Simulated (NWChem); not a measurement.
GeSiNH₇; SMILES [SiH3][GeH2][NH2]

```xyz
10

N      1.1812    -1.5092     0.1107
Ge    -0.3854    -0.5408    -0.0227
Si     0.2090     1.7682     0.0115
H      1.0386    -2.5156     0.1593
H      1.8417    -1.3241    -0.6404
H     -1.2288    -0.8541    -1.2901
H     -1.2336    -0.9212     1.2069
H     -1.0067     2.6170    -0.1847
H      1.1737     2.0629    -1.0938
H      0.8479     2.1287     1.3129
```
Atoms are numbered in this order, from 1.

Program: NWChem. Structure relaxed at the PBE0/def2-SVP level. B3LYP is NWChem's, with the RPA form of VWN correlation. Static field.

For level PBE/aug-cc-pVDZ:

```yaml
isotropic polarisability (bohr³): 77.8
anisotropy (bohr³): 20.1
```

Q: Estimate the same quantities for level B3LYP/aug-cc-pVDZ.

A: 
* **isotropic polarisability (bohr³)**: 75.3
* **anisotropy (bohr³)**: 18.8
